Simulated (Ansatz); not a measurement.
Job for Ansatz (a quantum-chemistry and plane-wave program): R-B3LYP-D3(BJ)/def2-TZVP on H3Si (SMILES [SiH3-]). Charge -1.

Ansatz 0.2 input:
```yaml
crystal:
  periodic: [false, false, false]
  atoms:
    - {symbol: Si, position_ang: [-0.01800135, 0.00174924, 0.36272017]}
    - {symbol: H, position_ang: [-0.54691917, 1.27342177, -0.12300661]}
    - {symbol: H, position_ang: [1.36648729, -0.13819670, -0.11664882]}
    - {symbol: H, position_ang: [-0.80156677, -1.13697431, -0.12306473]}
basis:
  gaussian:
    orbitals: def2-TZVP
hamiltonian:
  xc: b3lyp
  dispersion: d3bj
total_charge: -1
relax: {f_tol: 0.003, max_steps: 120}
```

Program output:

```
WARN ansatz: RAYON_NUM_THREADS=2 ignored (pool sized by the plan → 2); use --threads N
Functional definition: B3LYP
integrals: 0.01 GiB planned
393 factors; their error is unknown
mean field: 0.11 GiB planned
mean field evaluation 1: about -7926.2552 eV, gradient 6.7e0 eV
mean field evaluation 2: about -7926.3679 eV, gradient 2.5e0 eV
mean field evaluation 4: about -7926.3829 eV, gradient 2.1e-1 eV
mean field evaluation 8: about -7926.4086 eV, gradient 5.5e-3 eV
mean field -7926.40862542 eV, -291.2901442715 hartree, gradient 7.0e-5 eV, S^2 0.000000; 0 other end points of the search recorded, 0 dependent functions left out
the calculation of the forces begins
reference -7926.40883330 eV, -291.2901519108 hartree; 9, 9 occupied and 46, 46 virtual orbitals, 393 factors
relax step   1: F+E_penalty+E_count = -7926.47764128 eV  Δ(F+E_penalty+E_count) = +0.000e0 eV  max|allowed force component| = 2.715e0 eV/Å  Δτ_max = 0.0000 Å  (21 SCF iters, accepted)
these checks for a lower state are left out or cut short: starts, cluster_reference, orbital_swaps, neighbouring_geometries, increment
integrals: 0.01 GiB planned
393 factors; their error is unknown
mean field: 0.11 GiB planned
mean field evaluation 16: about -7926.8671 eV, gradient 6.0e-2 eV
mean field -7926.86711788 eV, -291.3069935587 hartree, gradient 5.3e-5 eV, S^2 0.000000; 0 other end points of the search recorded, 0 dependent functions left out
the calculation of the forces begins
reference -7926.86733023 eV, -291.3070013622 hartree; 9, 9 occupied and 46, 46 virtual orbitals, 393 factors
relax step   2: F+E_penalty+E_count = -7926.93678148 eV  Δ(F+E_penalty+E_count) = -4.591e-1 eV  max|allowed force component| = 8.274e-1 eV/Å  Δτ_max = 0.1972 Å  (25 SCF iters, accepted)
these checks for a lower state are left out or cut short: starts, cluster_reference, orbital_swaps, neighbouring_geometries, increment
integrals: 0.01 GiB planned
393 factors; their error is unknown
mean field: 0.11 GiB planned
mean field -7926.88382681 eV, -291.3076076004 hartree, gradient 2.4e-5 eV, S^2 0.000000; 0 other end points of the search recorded, 0 dependent functions left out
the calculation of the forces begins
reference -7926.88403925 eV, -291.3076154074 hartree; 9, 9 occupied and 46, 46 virtual orbitals, 393 factors
relax step   3: F+E_penalty+E_count = -7926.95396747 eV  Δ(F+E_penalty+E_count) = -1.719e-2 eV  max|allowed force component| = 4.000e-1 eV/Å  Δτ_max = 0.0964 Å  (24 SCF iters, accepted)
these checks for a lower state are left out or cut short: starts, cluster_reference, orbital_swaps, neighbouring_geometries, increment
integrals: 0.01 GiB planned
393 factors; their error is unknown
mean field: 0.11 GiB planned
mean field -7926.89582585 eV, -291.3080485569 hartree, gradient 5.3e-5 eV, S^2 0.000000; 0 other end points of the search recorded, 0 dependent functions left out
the calculation of the forces begins
reference -7926.89603887 eV, -291.3080563854 hartree; 9, 9 occupied and 46, 46 virtual orbitals, 393 factors
relax step   4: F+E_penalty+E_count = -7926.96578926 eV  Δ(F+E_penalty+E_count) = -1.182e-2 eV  max|allowed force component| = 1.071e-1 eV/Å  Δτ_max = 0.0425 Å  (20 SCF iters, accepted)
these checks for a lower state are left out or cut short: starts, cluster_reference, orbital_swaps, neighbouring_geometries, increment
integrals: 0.01 GiB planned
393 factors; their error is unknown
mean field: 0.11 GiB planned
mean field evaluation 32: about -7926.8725 eV, gradient 5.0e-4 eV
mean field -7926.89736840 eV, -291.3081052447 hartree, gradient 5.2e-5 eV, S^2 0.000000; 0 other end points of the search recorded, 0 dependent functions left out
the calculation of the forces begins
reference -7926.89758118 eV, -291.3081130643 hartree; 9, 9 occupied and 46, 46 virtual orbitals, 393 factors
relax step   5: F+E_penalty+E_count = -7926.96731799 eV  Δ(F+E_penalty+E_count) = -1.529e-3 eV  max|allowed force component| = 1.248e-2 eV/Å  Δτ_max = 0.0108 Å  (21 SCF iters, accepted)
these checks for a lower state are left out or cut short: starts, cluster_reference, orbital_swaps, neighbouring_geometries, increment
integrals: 0.01 GiB planned
393 factors; their error is unknown
mean field: 0.11 GiB planned
mean field -7926.89737167 eV, -291.3081053647 hartree, gradient 3.4e-5 eV, S^2 0.000000; 0 other end points of the search recorded, 0 dependent functions left out
the calculation of the forces begins
reference -7926.89758447 eV, -291.3081131849 hartree; 9, 9 occupied and 46, 46 virtual orbitals, 393 factors
relax step   6: F+E_penalty+E_count = -7926.96732461 eV  Δ(F+E_penalty+E_count) = -6.615e-6 eV  max|allowed force component| = 4.332e-4 eV/Å  Δτ_max = 0.0005 Å  (16 SCF iters, accepted)
integrals: 0.01 GiB planned
393 factors; their error is unknown
mean field: 0.11 GiB planned
mean field -7926.89737167 eV, -291.3081053647 hartree, gradient 3.4e-5 eV, S^2 0.000000; 1 other end points of the search recorded, 0 dependent functions left out
the calculation of the forces begins
reference -7926.89758447 eV, -291.3081131849 hartree; 9, 9 occupied and 46, 46 virtual orbitals, 393 factors
Total energy: -7926.96753740 eV, -291.3106839080 hartree
Atom 0 at    -0.005131     0.000577     0.618721 Å, force    -0.000205     0.000061    -0.000370 eV/Å
Atom 1 at    -0.531140     1.191422    -0.211744 Å, force     0.000007    -0.000433     0.000183 eV/Å
Atom 2 at     1.299980    -0.134466    -0.195391 Å, force     0.000201     0.000018     0.000035 eV/Å
Atom 3 at    -0.763709    -1.057532    -0.211586 Å, force    -0.000002     0.000354     0.000153 eV/Å
Dipole moment:     0.000191    -0.000023    -0.022867 e Å
```

The run converged.

Cost: about 3 core-seconds (a rough figure).
